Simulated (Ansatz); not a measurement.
Abridged output of a molecular run in Ansatz:

```
Functional definition: HF
1171 factors; integrals over basis functions are off by at most 1.2e-3 eV
mean field evaluation 1: about -18103.0209 eV, gradient 2.7e1 eV
mean field evaluation 2: about -18103.0277 eV, gradient 2.7e1 eV
mean field evaluation 4: about -18105.6217 eV, gradient 5.1e0 eV
mean field evaluation 8: about -18105.7043 eV, gradient 1.2e-3 eV
mean field -18105.70429224 eV, -665.3723602525 hartree, gradient 1.1e-6 eV, S^2 0.000000; 0 other end points of the search recorded, 0 dependent functions left out; unrestricted orbitals would lower it
13 core orbitals not correlated: weight in the atoms' cores, before any rotation towards them, 1.000 or more for the frozen orbitals, at most 0.000 for the correlated occupied ones
reference -18105.70429224 eV, -665.3723602525 hartree; 14, 14 occupied and 91, 91 virtual orbitals, 1171 factors
second order -16.63347168 eV of doubles, -0.00000000 eV of singles
cycle   1  -17.55769114 eV  change   -9.2e-1 eV  update   1.1e-1
cycle   2  -18.17418757 eV  change   -6.2e-1 eV  update   3.6e-2
cycle   3  -18.31122942 eV  change   -1.4e-1 eV  update   1.9e-2
cycle   4  -18.30600660 eV  change    5.2e-3 eV  update   5.4e-3
cycle   5  -18.30635245 eV  change   -3.5e-4 eV  update   3.0e-3
cycle   6  -18.30634518 eV  change    7.3e-6 eV  update   1.1e-3
cycle   7  -18.30589350 eV  change    4.5e-4 eV  update   5.6e-4
cycle   8  -18.30599445 eV  change   -1.0e-4 eV  update   2.3e-4
cycle   9  -18.30599593 eV  change   -1.5e-6 eV  update   6.4e-5
cycle  10  -18.30596733 eV  change    2.9e-5 eV  update   2.3e-5
perturbative correction -0.63990240 eV, -0.0235159794 hartree
Total energy: -18124.65016196 eV, -666.0686081230 hartree
```

Its atoms:

Z-matrix (Å, degrees):
```
Al
N 1 1.966
C 1 2.020 2 41.6
H 1 1.584 2 116.6 3 -96.3
H 1 1.585 2 109.3 3 115.6
C 2 1.281 1 137.1 3 -124.0
H 3 1.089 1 137.9 2 105.6
H 3 1.092 1 100.6 2 -108.5
Si 6 1.873 2 121.1 1 -64.3
H 6 1.098 2 117.9 1 115.6
H 9 1.487 6 109.2 2 -123.2
H 9 1.483 6 108.4 2 -2.4
H 9 1.486 6 109.8 2 118.4
```

Q: Which basis set was used?
A. cc-pV(T+d)Z
B. def2-SVP
C. def2-TZVPPD
D. def2-SVPD

A: B. It gives 118 functions.

Q: Write the keys of the input that set method, charge and spin (a neutral closed shell needs none for the last two).

A: 
```yaml
correlation: {method: ccsd_t}
```
